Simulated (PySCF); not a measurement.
GaH₂Br, SMILES [Br][GaH2].

Coordinates come from a B3LYP-D3(BJ)/def2-TZVP optimisation.

Computed with PBE0/def2-TZVPD (PySCF).

Isolated molecule, no solvent.

Computed frontier levels, gap, dipole moment and polarisability:
- highest occupied level = -8.07 eV
- lowest empty level = -1.95 eV
- orbital gap = 6.12 eV
- dipole moment = 0.411 e·Å
- quadrupole, principal values (traceless, Buckingham form, about the centre of nuclear charge) = -3.22, -0.02, 3.24 D·Å
- mean static polarisability = 53.0 bohr³ (7.85 Å³)
- polarisability, principal values = 41.3, 50.7, 67.0 bohr³
